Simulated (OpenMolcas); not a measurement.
## neutral hafnium: from CASSCF to CASPT2

```json
{"Program": "OpenMolcas 26.06", "Basis": "ANO-RCC-VTZP [8s7p5d3f2g1h]", "Scalar Hamiltonian": "DKH2, point nucleus", "Active space": "4 electrons in 6 orbitals (5d 6s)", "State averaging": "2S+1 = 5 even, 15 roots (10 in the spin-orbit step); 2S+1 = 3 even, 55 roots; 2S+1 = 1 even, 50 roots", "Spin-orbit coupling": "state interaction with AMFI integrals over the reference wave functions, term energies averaged over their components"}
```

Methods on the same reference wave functions:
A. CASSCF
B. SS-CASPT2, IPEA 0.25 Eh, imaginary shift 0.1 Eh (closed shells correlated: 5s 5p)
C. MS-CASPT2, IPEA 0.25 Eh, imaginary shift 0.1 Eh (closed shells correlated: 5s 5p)

Energies in cm-1 above 5d2 6s2 3F2, the measured ground level; measured values from NIST Handbook of Basic Atomic Spectroscopic Data.

```csv
Level,A,B,C,Measured
5d2 6s2 3F2,0.0,0.0,0.0,0.0
5d2 6s2 3F3,2196,2320,2430,2357
5d2 6s2 3P0,3901,4350,3940,5522
5d2 6s2 3F4,4312,4420,4560,4568
5d2 6s2 3P1,4742,5360,5040,6573
5d3 6s 5F1,7939,12340,12620,
5d3 6s 5F2,8615,13030,13310,
5d3 6s 5F3,9549,14010,14290,
5d3 6s 5F4,10691,15180,15460,
5d2 6s2 1G4,11132,10730,10660,10533
5d3 6s 5F5,11961,16380,16670,
5d3 6s 5P1,16987,20410,20570,
5d3 6s 5P2,17449,20730,20760,
5d3 6s 5P3,18447,21930,22220,
5d3 6s 3G3,20508,22580,22890,
5d3 6s 3G4,20850,23090,23380,
5d3 6s 3G5 [71 %],21745,24080,24380,
5d3 6s 3F2(1) [73 %],22775,23060,23280,
5d3 6s 3D1 [70 %],23449,23890,24090,
5d3 6s 3H4 [65 %],24030,26140,26410,
5d3 6s 3F3(1) [61 %],24508,25110,25380,
5d3 6s 3D2 [60 %],24829,25370,25490,
5d3 6s 3H6,25097,27610,27900,
5d3 6s 3H5,25158,27620,27910,
```

Deviations, from unrounded energies. A percentage is the sum of absolute deviations over the sum of measured energies, with the sign that they share, or ± where signs differ.

```csv
Against measurement,Levels,A,B,C
mean absolute deviation (cm-1),5,890,550,660
fine structure of the ground term (%),2,-6.0,-2.7,±1.2
other terms of the ground configuration (%),3,±17.9,±11.4,±14.3
```

B lies closest to measurement on these levels and A furthest from it. The largest miss of B in the table is 5d2 6s2 3P1, by -1200 cm-1. The ranking rests on the paired levels alone, and a cruder setting can come out closer through cancelling errors.

Between B and C the level of the table that moves most is 5d2 6s2 3P0, by 410 cm-1 (lowest in C, highest in B). Moves below CASPT2's spread within the term are not significant.

The mean deviations of B to C differ by less than CASPT2's widest spread within a term (1100 cm-1), so their order carries little weight.

From A to B the spin-free energies of the other terms of 5d2 6s2 shown, above 3F, scale by factors of 0.94 to 1.19.

The lowest spin-free term lies below A's lowest term by 0.282 hartree in B, 0.283 hartree in C.

CASPT2 breaks the degeneracy within a term, and the mean is taken; among the terms shown or strongly mixed into the levels shown the widest spread is 1100 cm-1 (5d3 6s 3F(1), C). Over all roots computed the reference weight is 0.85 to 0.93 in B, 0.85 to 0.93 in C; the roots of lowest weight are the least certain, and an intruder state may touch them. Some high roots are left out of the spin-orbit mixing, which shifts the levels that they would mix with. A single d shell beside an s shell can misplace configurations of different d count against each other. The CASPT2 spread within a term exceeds the gap to the next term for 5d3 6s 3D and 5d3 6s 3F(1), so the order of their levels is uncertain, and so are names and mixing where such terms share a J (figures for B; the like holds for C). Without dynamic correlation excited terms often stand tens of per cent too high (terms of higher spin than the ground term too low), and those without a measured partner can miss by more than the paired ones (holds for A). Some terms miss by over 15 % even with CASPT2, which points to a basis or an active space too small for the shells correlated (holds for B; C). Measured partners are found by configuration, term and J. A level has none where our copy of the source lacks it or the pairing is in doubt (some pairs that miss far off the trend of their configuration count as doubtful), and it then counts in no deviation. Levels of configurations outside the active space are missing. Levels that lie high or do not pair safely by name in every column are left out.

A share in square brackets marks a mixed level and gives the weight of the term that names it, the lowest over the columns. A number in round brackets counts repeated terms of one configuration in the order of the reference energies.
